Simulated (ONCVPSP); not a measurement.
# oxygen (O): one change to an ONCV potential, before and after

```
Element                 : oxygen (O)
Generator               : ONCVPSP 4.0.1
Type                    : optimised norm-conserving Vanderbilt (ONCV)
Functional              : PW91
Relativity              : non-relativistic
Frozen core             : [He]
Valence charge          : 6
Reference configuration : 2s1.75 2p4.25
Partial waves           : 2s: rc 0.70 bohr, ncon 4, nbas 8, qcut 8 1/bohr, 2 projectors, debl 3.6 Ha; 2p: rc 1.10 bohr, ncon 4, nbas 7, qcut 13.5 1/bohr, 1 projector
Local potential         : polynomial inside 0.65 bohr (lpopt 5, dvloc0 4 Ha)
Core correction         : polynomial model core, fcfact 0.55
```

All-electron outer shells of the reference configuration (PW91, non-relativistic, ld1.x):

```json
{"shell": "1s", "level (eV)": "-514.83", "outermost node (bohr)": "–", "outermost maximum (bohr)": "0.13"}
{"shell": "2s", "level (eV)": "-24.08", "outermost node (bohr)": "0.28", "outermost maximum (bohr)": "0.87"}
{"shell": "2p", "level (eV)": "-9.22", "outermost node (bohr)": "–", "outermost maximum (bohr)": "0.82"}
```

Change: s: qcut 6.2; p: qcut 10.5.

Cutoffs: the cutoffs (Ha) at which the residual kinetic energy of the hardest occupied pseudo-wave falls to 1 and 0.1 mHa per electron; they do not see the model core or the augmentation charge, which bear on the density cutoff. Errors are all-electron minus pseudo energies relative to the spin-unpolarised reference configuration.

What does the change do?

The potential gets harder (68 Ha and 259 Ha → 187 Ha and 336 Ha); of the 4 tests that both files solve, the error grows in 3 and shrinks in 0 by more than 15 % and 0.3 meV (median size 4.2 → 7.5 meV); neither file shows a bound ghost.

| quantity | base | changed |
| --- | --- | --- |
| cutoff, loose | 68 Ha | 187 Ha |
| cutoff, tight | 259 Ha | 336 Ha |
| loose cutoff by channel | s 68 Ha, p 54 Ha | s 187 Ha, p 44 Ha |
| bound ghosts | none | none |
| GHOST(+) flags under 300 eV | none | none |
| error for 2s2 2p4, meV [ΔE -3.71 eV] | +0.5 | +0.7 |
| error for 2s2 2p3, meV [ΔE 12.82 eV] | +4.1 | +8.5 |
| error for 2s2 2p2, meV [ΔE 46.53 eV] | +29 | +56 |
| error for 2s1 2p5, meV [ΔE 11.15 eV] | +4.3 | +6.5 |
| s: phases at 0.71 bohr within 0.05 rad from the reference energy up to (Ha; the scan ends near 5) | to the end of the scan | to the end of the scan |
| p: phases at 1.12 bohr within 0.05 rad from the reference energy up to (Ha; the scan ends near 5) | 4.7 | 4.3 |
| rms error of d²Exc/dni dnj with the model core, mHa | 1.07 | 1.18 |
